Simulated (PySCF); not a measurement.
# The chalcogenides of phosphorus, PO₂⁺ to PSe₂⁺

Level: PBE0 in the def2-TZVP basis family, all electrons, no relativity, computed in PySCF with density fitting; open shells unrestricted.

Each entry is the lowest minimum that a search over a few typed start shapes (and spin states, where more than one is plausible) found, or that minimum re-optimised at the stated level; isomers with ligand–ligand bonds, or fragments after loss of a ligand pair, can lie lower.

```
molecule  2S+1  point group  mean bond to P (Å)  gap (eV)  lowest ω (cm⁻¹)  distinct angles (°)
    PO₂⁺     1          D∞h               1.430      6.80              298                  180
    PS₂⁺     1          D∞h               1.835      5.77              188                  180
   PSe₂⁺     ?            ?                   ?         ?                ?                    ?
```

Q: Fill in the row of PSe₂⁺.

A: 2S+1: 1; point group: D∞h; mean bond to P (Å): 1.979; gap (eV): 4.86; lowest ω (cm⁻¹): 144; distinct angles (°): 180.

The bond lengthens at every step; the largest change, 0.405 Å, falls between PO₂⁺ and PS₂⁺ among the members listed.

Left out of the table are members whose search was unfinished or whose lowest solution was spin-contaminated, unstable, very soft or bonded differently.
